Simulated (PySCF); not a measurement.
C4H7BO, SMILES B1(C)CC=CO1.

Geometry: PBE0-D3(BJ)/def2-SVP. This is a generated structure with no PubChem entry under its InChIKey; it may be hypothetical. Other conformers were not sampled.

Method: PBE/def2-TZVP (PySCF).

Isolated molecule, no solvent.

```yaml
total_energy: -256.50984 hartree
point_group: Cs
highest_occupied_level: -5.64 eV
lowest_empty_level: -1.09 eV
orbital_gap: 4.55 eV
dipole_moment: 0.97 D
quadrupole, principal values (traceless, Buckingham form, about the centre of nuclear charge): -1.68, -1.32, 3.00 D·Å
mean_static_polarisability: 62.4 bohr³ (9.25 Å³)
polarisability_principal_values: 46.1, 66.7, 74.4 bohr³
```
